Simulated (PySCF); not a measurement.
Bond stretch in SMILES S[SiH3]. The Si1–S5 bond (Si1 also carries H, H, H; S5 carries H) is pulled apart rigidly from the PBE0/def2-TZVP optimised geometry.

Computed with: UHF/cc-pVDZ (PySCF); RKS-PBE = restricted PBE/cc-pVDZ in PySCF; UKS-PBE = unrestricted PBE/cc-pVDZ (PySCF).

Magnitude of the dipole moment (D; its direction can reverse along the curve, and a method can change to another solution) and Mulliken charge of the fragment that holds Si1:

| R / Å | μ UHF | q UHF | μ RKS-PBE | q RKS-PBE | μ UKS-PBE | q UKS-PBE |
|---|---|---|---|---|---|---|
| 1.73 | 1.14 | 0.00 | 1.05 | -0.09 | 1.05 | -0.09 |
| 1.81 | 1.02 | 0.04 | 0.95 | -0.05 | 0.95 | -0.05 |
| 1.93 | 0.98 | 0.10 | 0.89 | 0.01 | 0.89 | 0.01 |
| 2.03 | 1.09 | 0.14 | 0.94 | 0.05 | 0.94 | 0.05 |
| 2.10 | 1.22 | 0.17 | 1.02 | 0.08 | 1.02 | 0.08 |
| 2.14 | 1.31 | 0.19 | 1.08 | 0.09 | 1.08 | 0.09 |
| 2.22 | 1.50 | 0.21 | 1.22 | 0.12 | 1.22 | 0.12 |
| 2.28 | 1.66 | 0.23 | 1.34 | 0.13 | 1.34 | 0.13 |
| 2.37 | 1.90 | 0.24 | 1.52 | 0.15 | 1.52 | 0.15 |
| 2.48 | 2.20 | 0.26 | 1.74 | 0.17 | 1.74 | 0.17 |
| 2.66 | 2.70 | 0.28 | 2.09 | 0.19 | 2.09 | 0.19 |
| 2.90 | 2.51 | 0.22 | 2.50 | 0.20 | 2.50 | 0.20 |
| 3.24 | 1.32 | 0.09 | 2.94 | 0.20 | 2.94 | 0.20 |
| 3.49 | 1.01 | 0.04 | 3.19 | 0.19 | 3.20 | 0.19 |
| 3.89 | 0.97 | 0.01 | 3.51 | 0.19 | 2.80 | 0.15 |
| 4.29 | 1.02 | 0.00 | — | — | 2.35 | 0.12 |
| 4.73 | 1.05 | 0.00 | — | — | 1.92 | 0.08 |
| 5.29 | 1.07 | 0.00 | — | — | 1.53 | 0.06 |
| 5.83 | 1.09 | 0.00 | — | — | 1.29 | 0.04 |
| 6.38 | 1.09 | 0.00 | — | — | 1.15 | 0.03 |
| 7.49 | 1.09 | 0.00 | — | — | 1.06 | 0.02 |

A dash means that the run gave no value there, or that the column was ended at a point which the program doubted or which failed a test of continuity chosen for this set; such a test can also cut sound points.

The unrestricted determinant behind UHF is spin-contaminated at 2.90 to 7.49 Å (<S²> up to 1.0, against 0.00 for a pure singlet). The restricted form behind RKS-PBE keeps the bonding electrons paired and can't separate into open-shell fragments. The unrestricted determinant behind UKS-PBE is spin-contaminated at 3.89 to 7.49 Å (<S²> up to 1.0, against 0.00 for a pure singlet).
